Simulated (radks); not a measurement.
Task: All-electron atom: Nd34+ in [Ar] 3d8 (the NIST ground configuration). Method: scalar-relativistic Kohn-Sham, LB94 model potential, spin-polarised, spherical densities, finite nucleus; open shells are filled with parallel spins first (spin-orbit coupling, left out, can overturn this in heavy ions); Fermi nuclear charge, rms radius 4.9123 fm; computed with a radial shooting solver on a logarithmic mesh with Libxc functionals. Some entries of the table are withheld. Estimate them.

orbital  occ.  eigenvalue (eV)  <r^2> (bohr^2)
1s down     1        -45060.50       0.0007574
1s up       1        -45060.28       0.0007574
2s up       1        -8512.482         0.01190
2s down     1        -8511.844         0.01189
2p up       3              (1)        0.009492
2p down     3              (2)        0.009483
3s up       1        -2866.693         0.07627
3s down     1        -2859.516         0.07639
3p up       3              (3)         0.07505
3p down     3              (4)         0.07519
3d up       5              (5)         0.06136
3d down     3              (6)         0.06144

Result: 
(1) 2p up eigenvalue (eV): -7775.982
(2) 2p down eigenvalue (eV): -7775.843
(3) 3p up eigenvalue (eV): -2634.092
(4) 3p down eigenvalue (eV): -2626.845
(5) 3d up eigenvalue (eV): -2327.303
(6) 3d down eigenvalue (eV): -2320.124
